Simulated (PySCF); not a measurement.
Sc(OH)3 (H3O3Sc), SMILES [OH][Sc]([OH])[OH].

Coordinates come from a B3LYP-D3(BJ)/def2-SVP optimisation. One conformer was computed; it need not be the lowest.

All values below come from PBE/def2-TZVPD run with PySCF.

Symmetry labels are those of the subgroup Cs that the program uses (full group C3h).

Q: List the valence orbital energies around the gap with their symmetry. (An estimate is asked for; the answer gives what the named calculation found.)

A: 
```csv
orbital,symmetry,energy (eV)
HOMO−7,A',-11.02
HOMO−6,A',-11.02
HOMO−5,A",-7.28
HOMO−4,A",-7.28
HOMO−3,A',-7.20
HOMO−2,A',-7.20
HOMO−1,A",-6.98
HOMO,A',-6.75
LUMO,A',-2.32
LUMO+1,A",-0.95
LUMO+2,A",-0.95
LUMO+3,A',-0.53
```
